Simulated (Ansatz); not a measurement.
Reaction (substitution at a C–In bond): `[CH3][In]([F])[SH]` + `[OH][SnH2][Br]` → `C[O][SnH2][Br]` + `[F][InH][SH]`

Isolated molecules relaxed with PBE0-D4/def2-TZVP in Ansatz; ΔE leaves out vibrations. CBS: MP2 limit from def2 TZ/QZ plus the TZ coupled-cluster correction, frozen cores. Functionals use def2-TZVPP. HSE06 is defined as in plane-wave codes. Elements past krypton have def2 core potentials. For Br, In, Sn outer-core shells are correlated without core-valence functions, which leaves a few kJ/mol of doubt a bond. Scalar relativity is left out up to krypton. One conformer a species, not always the lowest.

```csv
level,ΔE (eV)
r2SCANh,0.90
HSE06,0.91
```

What does CCSD(T)/CBS give? (An estimate is asked.)

Ansatz gave: +0.96 eV. The listed levels differ from it by -0.06, -0.05 eV.

Largest T1 diagnostic among the species: 0.016.

Leaving LDA and LC-ωPBE aside and taking each functional with its dispersion term where it has one, the values, not all of them listed here, spread over 0.15 eV, from B97M-V to PBE-QIDH. LDA lies −0.07 eV from PBE without D4. At CCSD(T), def2-SVP lies −0.24 eV from the extrapolated value and def2-TZVPP −0.03 eV.

CCSD(T)/CBS has its own doubt, a few kJ/mol and more with outer-core shells, so smaller differences from it don't rank the levels.
